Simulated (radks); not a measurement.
The numbers below are computed, except where a source is named.
All-electron atom: Tc in [Kr] 4d5 5s2. Level of theory: non-relativistic Kohn-Sham, PBE, spin-polarised, spherical densities, point nucleus; open shells are filled with parallel spins first (spin-orbit coupling, left out, can overturn this in heavy ions); relativity is left out, which matters for an element this heavy (a radial shooting solver on a logarithmic mesh with Libxc functionals).

Normalised radial functions P(r) = r R(r), r in bohr:

```
   r/bohr * 5s up (the largest magnitude, 0.592, reaches the edge; | marks zero)
 0.002805                             |*
 0.003771                             |*
  0.00503                             | *
 0.006762                             | *
 0.009092                             |  *
  0.01222                             |  *
   0.0163                             |  *
  0.02192                             |  *
  0.02947                             | *
  0.03931                             |*
  0.05285                            *|
  0.07105                         *   |
  0.09476                        *    |
   0.1274                        *    |
   0.1713                            *|
   0.2303                             |    *
   0.3072                             |       *
    0.413                             |    *
   0.5552                         *   |
   0.7405                 *           |
   0.9956                  *          |
    1.339                             |*
    1.785                             |                *
      2.4                             |                          *
    3.227                             |                          *
    4.339                             |                  *
    5.787                             |         *
     7.78                             |  *
    10.46                             |*
```

5s up: eigenvalue -5.245 eV, 4 radial nodes at r = 0.0457, 0.180, 0.496, 1.31 bohr, <r> = 3.31 bohr, 90 % of the charge inside 4.95 bohr.
